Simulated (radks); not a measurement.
Neutral europium inside a hard spherical wall (all orbitals vanish at R), configuration held at [Xe] 4f7 6s2 and not refilled when levels cross. All-electron calculation, scalar-relativistic Kohn-Sham, PBE, spin-unpolarised, spherical densities, finite nucleus; Fermi nuclear charge, rms radius 5.1115 fm. Program: a radial shooting solver on a logarithmic mesh with Libxc functionals. Eigenvalues in eV, with the zero of energy where the potential of the charges vanishes at infinity; a dash marks a level that is unbound or too diffuse for the functional's potential to be trusted. A positive occupied level is held by the wall or, in an anion where self-interaction has pushed it up, behind a barrier. The pressure on the wall is -dE/dV.

R (bohr)  E (hartree)  kinetic (hartree)    e(5s)    e(5p)   e(6s)   e(4f)  e(5d, empty)  e(6p, empty)  pressure (GPa)
free      -10843.2977          11615.160  -44.658  -23.776  -3.623  -2.720        -1.558        -1.197               0
15        -10843.2976          11615.161  -44.655  -23.773  -3.621  -2.717        -1.555        -1.179        0.000256
10        -10843.2944          11615.188  -44.463  -23.583  -3.467  -2.528        -1.375        -0.795          0.0707
8         -10843.2773          11615.291  -43.906  -23.036  -2.941  -1.981        -0.854         0.185           0.675
7         -10843.2473          11615.437  -43.277  -22.424  -2.219  -1.358        -0.236         1.405            2.18
5         -10842.9679          11616.533  -40.354  -19.649   2.845   1.663         3.083         9.131            31.1
4         -10842.3176          11618.976  -36.559  -16.040  12.417   5.932         8.122        22.306             171
3.5       -10841.4481          11622.256  -32.820  -12.294  23.564  10.393        13.498        36.561             478
3         -10839.4809          11629.489  -26.138   -5.132  45.595  18.527        23.657        63.121            1540
2         -10819.9443          11692.763   20.497   49.315  204.69  66.224        95.983        239.23           29000
